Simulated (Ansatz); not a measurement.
Relaxation of [Pr(H2O)6]3+ (PrO₆H₁₂³⁺) with UKS PBE0-D4/def2-SVP.

```sh
$ ansatz run in.yaml --threads 4 --pin off --events-out ev --progress --plain --max-ram 6963MiB
```

```yaml
crystal:
  periodic: [false, false, false]
  atoms:
    - {symbol: Pr, position_ang: [0.004200, -0.001230, -0.003710]}
    - {symbol: O, position_ang: [0.180360, 0.190780, 2.361780]}
    - {symbol: H, position_ang: [0.153400, 0.997090, 2.918150]}
    - {symbol: H, position_ang: [0.284260, -0.520440, 3.027860]}
    - {symbol: O, position_ang: [-0.176460, -0.187430, -2.368000]}
    - {symbol: H, position_ang: [-0.271490, 0.522560, -3.036470]}
    - {symbol: H, position_ang: [-0.172240, -0.997160, -2.919720]}
    - {symbol: O, position_ang: [2.367800, 0.176990, -0.183050]}
    - {symbol: H, position_ang: [3.033200, 0.297110, 0.526210]}
    - {symbol: H, position_ang: [2.922850, 0.151170, -0.990030]}
    - {symbol: O, position_ang: [-2.364370, -0.176550, 0.178340]}
    - {symbol: H, position_ang: [-2.920660, -0.170200, 0.984980]}
    - {symbol: H, position_ang: [-3.028740, -0.278720, -0.534290]}
    - {symbol: O, position_ang: [-0.181730, 2.365380, -0.181880]}
    - {symbol: H, position_ang: [-0.989580, 2.919960, -0.178050]}
    - {symbol: H, position_ang: [0.530240, 3.032880, -0.268970]}
    - {symbol: O, position_ang: [0.179320, -2.367080, 0.192350]}
    - {symbol: H, position_ang: [-0.534680, -3.029910, 0.297070]}
    - {symbol: H, position_ang: [0.984330, -2.925210, 0.177420]}
basis:
  gaussian: {orbitals: def2-SVP}
total_charge: 3
magnetization: {spin_polarized: true, initial_magnetization: 2}
hamiltonian: {xc: pbe0, dispersion: d4}
scf: {lower_state_search: "off"}
output: {orbitals: {seedname: orbitals}}
relax: {f_tol: 0.03, max_steps: 70}
```

It took 7.5 min on 4 threads of Intel Xeon on a shared host, peak host memory 1.5 GiB.

Positions (Å) and forces (eV/Å) at steps 1, 2, 3, 4, 5 of 5:

```xyz
19
step=1 energy=-26499.4941 eV
Pr    0.004   -0.001   -0.004   -0.030    0.007    0.017
O     0.180    0.191    2.362    0.035    0.060    0.755
H     0.153    0.997    2.918    0.000   -0.058   -0.151
H     0.284   -0.520    3.028   -0.006    0.034   -0.154
O    -0.176   -0.187   -2.368   -0.052   -0.072   -0.743
H    -0.271    0.523   -3.036    0.013   -0.026    0.147
H    -0.172   -0.997   -2.920    0.009    0.057    0.136
O     2.368    0.177   -0.183    0.727    0.058   -0.062
H     3.033    0.297    0.526   -0.150   -0.019   -0.015
H     2.923    0.151   -0.990   -0.135   -0.008    0.038
O    -2.364   -0.177    0.178   -0.698   -0.060    0.065
H    -2.921   -0.170    0.985    0.145    0.015   -0.043
H    -3.029   -0.279   -0.534    0.142    0.016    0.011
O    -0.182    2.365   -0.182   -0.057    0.689   -0.038
H    -0.990    2.920   -0.178    0.041   -0.148    0.007
H     0.530    3.033   -0.269   -0.016   -0.151    0.004
O     0.179   -2.367    0.192    0.048   -0.678    0.039
H    -0.535   -3.030    0.297    0.021    0.149   -0.009
H     0.984   -2.925    0.177   -0.036    0.136   -0.003
19
step=2 energy=-26499.4772 eV rejected
Pr   -0.006   -0.003   -0.002   -0.056   -0.025   -0.004
O     0.147    0.190    2.475    0.268   -0.043    0.072
H     0.196    1.002    3.022   -0.112   -0.114   -0.208
H     0.342   -0.518    3.128   -0.152    0.127   -0.253
O    -0.184   -0.195   -2.478    0.040    0.040    0.141
H    -0.276    0.524   -3.135   -0.002   -0.025    0.119
H    -0.156   -0.999   -3.034   -0.007    0.021    0.134
O     2.464    0.190   -0.190   -0.114   -0.055    0.071
H     3.121    0.270    0.531   -0.144    0.013   -0.054
H     3.020    0.167   -0.994   -0.119    0.006    0.014
O    -2.473   -0.202    0.185    0.082    0.131   -0.012
H    -3.030   -0.146    0.988    0.163   -0.041   -0.042
H    -3.133   -0.264   -0.535    0.150   -0.043    0.022
O    -0.200    2.460   -0.163    0.071   -0.060   -0.142
H    -1.011    3.006   -0.184    0.028   -0.121    0.065
H     0.510    3.117   -0.319   -0.069   -0.191    0.083
O     0.188   -2.466    0.169    0.056    0.063    0.160
H    -0.522   -3.122    0.323    0.013    0.155   -0.082
H     1.001   -3.011    0.215   -0.094    0.162   -0.086
19
step=3 energy=-26499.5639 eV
Pr    0.003    0.000   -0.003   -0.010   -0.002    0.009
O     0.185    0.197    2.409   -0.001   -0.015   -0.010
H     0.162    1.004    2.956    0.002    0.015    0.026
H     0.290   -0.525    3.057    0.004   -0.001    0.038
O    -0.184   -0.196   -2.413   -0.001    0.012   -0.002
H    -0.283    0.526   -3.062   -0.003    0.001   -0.035
H    -0.172   -1.004   -2.959   -0.001   -0.013   -0.023
O     2.413    0.176   -0.192   -0.033   -0.003    0.030
H     3.052    0.288    0.537    0.051    0.004    0.000
H     2.968    0.150   -0.994    0.025    0.002   -0.020
O    -2.409   -0.177    0.186    0.047    0.005   -0.032
H    -2.963   -0.165    0.988   -0.029    0.000    0.023
H    -3.048   -0.278   -0.545   -0.052   -0.007    0.000
O    -0.189    2.411   -0.183    0.001   -0.067    0.000
H    -1.003    2.948   -0.173   -0.015    0.041    0.002
H     0.528    3.066   -0.285    0.011    0.037   -0.004
O     0.186   -2.410    0.193    0.000    0.070   -0.002
H    -0.532   -3.061    0.304   -0.011   -0.038    0.002
H     0.998   -2.952    0.178    0.015   -0.041    0.000
19
step=4 energy=-26499.5629 eV rejected
Pr    0.001   -0.001   -0.002   -0.003   -0.006   -0.005
O     0.175    0.189    2.428    0.034    0.018   -0.016
H     0.169    1.006    2.962   -0.016   -0.013   -0.011
H     0.300   -0.519    3.090   -0.023    0.003   -0.033
O    -0.178   -0.190   -2.431   -0.003   -0.013    0.031
H    -0.288    0.519   -3.093    0.007    0.002    0.025
H    -0.168   -1.006   -2.967    0.006    0.005    0.008
O     2.418    0.177   -0.175    0.009   -0.003   -0.039
H     3.081    0.278    0.535   -0.023    0.000    0.003
H     2.951    0.161   -0.993    0.007    0.001    0.015
O    -2.416   -0.182    0.170   -0.009    0.028    0.043
H    -2.951   -0.152    0.986   -0.007   -0.013   -0.011
H    -3.079   -0.278   -0.541    0.020   -0.010   -0.010
O    -0.192    2.405   -0.176    0.013    0.007   -0.020
H    -1.003    2.948   -0.159   -0.016    0.015    0.006
H     0.524    3.057   -0.299    0.003    0.011    0.011
O     0.188   -2.406    0.182    0.005   -0.002    0.031
H    -0.530   -3.056    0.303   -0.016   -0.017   -0.013
H     0.998   -2.950    0.181    0.013   -0.013   -0.014
19
step=5 energy=-26499.5651 eV
Pr    0.003    0.001   -0.002    0.003    0.007    0.005
O     0.186    0.196    2.416   -0.024    0.001    0.001
H     0.159    1.007    2.959    0.009    0.002    0.003
H     0.285   -0.520    3.072    0.010    0.000    0.000
O    -0.182   -0.194   -2.420    0.003   -0.007    0.001
H    -0.283    0.522   -3.076   -0.001    0.004   -0.003
H    -0.171   -1.007   -2.961    0.000    0.000   -0.005
O     2.417    0.176   -0.186   -0.007   -0.001   -0.004
H     3.068    0.288    0.533    0.008    0.000    0.004
H     2.963    0.151   -0.995    0.008    0.002   -0.002
O    -2.412   -0.174    0.180    0.011   -0.021    0.003
H    -2.958   -0.166    0.990   -0.011    0.009    0.003
H    -3.062   -0.286   -0.540   -0.010    0.009   -0.003
O    -0.189    2.411   -0.185    0.006   -0.020    0.015
H    -1.001    2.953   -0.166   -0.012    0.013   -0.006
H     0.528    3.065   -0.284    0.006    0.014   -0.007
O     0.188   -2.409    0.196   -0.008    0.017   -0.027
H    -0.533   -3.060    0.297   -0.004   -0.015    0.011
H     0.996   -2.955    0.171    0.012   -0.012    0.011
```

In the def2 sets Pr takes a core potential; there is no spin–orbit coupling. With an open 4f shell the SCF may have ended on a state above the lowest.
